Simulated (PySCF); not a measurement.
C2H11NSi2.
Z-matrix (Å and degrees, PBE0-D3(BJ)/def2-SVP geometry), rows numbered from 1:
```
C 
C   1  1.5256
Si  2  1.8943  1  113.67
Si  3  2.3505  2  108.94  1    52.09
N   4  1.7438  3  106.96  2    35.85
H   1  1.1015  2  110.67  3   -63.39
H   1  1.1020  2  111.85  3    56.71
H   1  1.1016  2  111.63  3   176.94
H   2  1.1039  1  110.13  3   120.47
H   2  1.1037  1  111.23  3  -122.40
H   3  1.5000  2  110.15  1   173.82
H   3  1.4999  2  110.59  1   -67.70
H   4  1.4977  3  110.43  2   -80.29
H   4  1.5061  3  110.50  2   162.92
H   5  1.0146  4  118.30  3    51.52
H   5  1.0150  4  118.96  3  -170.77
```

Computed with PySCF at PBE0/pcSseg-1, non-relativistic, on one gas-phase PBE0-D3(BJ)/def2-SVP geometry that isn't relaxed in the solvent. The solvent is an IEF-PCM continuum (van der Waals radii × 1.2). Specific hydrogen bonds and non-electrostatic terms are outside this model.

| run | E − E(gas) (kJ/mol) | HOMO (eV) | HOMO–LUMO gap (eV) | dipole (D) |
| --- | --- | --- | --- | --- |
| gas | 0.00 | -7.22 | 7.27 | 1.52 |
| P | -9.70 | -7.14 | 7.31 | 1.80 |
| Q | -5.99 | -7.16 | 7.29 | 1.69 |

Q: The runs were made in benzene and chloroform. Which run belongs to which solvent?

A: P = chloroform, Q = benzene. The dielectric constants are 2.271 (benzene), 4.711 (chloroform), and the energy falls further as ε rises. In this model the ground state sees the solvent through ε alone.

Q: How constant is the ratio of the lowering to (ε − 1)/(2ε + 1)?

A: 
```json
{"solvent": "benzene", "(ε − 1)/(2ε + 1)": "0.229", "E − E(gas) (kJ/mol)": "-5.99", "ratio (kJ/mol)": "-26.1", "polarisation term (kJ/mol)": "-6.24"}
{"solvent": "chloroform", "(ε − 1)/(2ε + 1)": "0.356", "E − E(gas) (kJ/mol)": "-9.70", "ratio (kJ/mol)": "-27.2", "polarisation term (kJ/mol)": "-10.39"}
```

The ratio changes by +4.4 % in size from benzene to chloroform. The polarisation term is half the interaction of the solute with the induced surface charges.
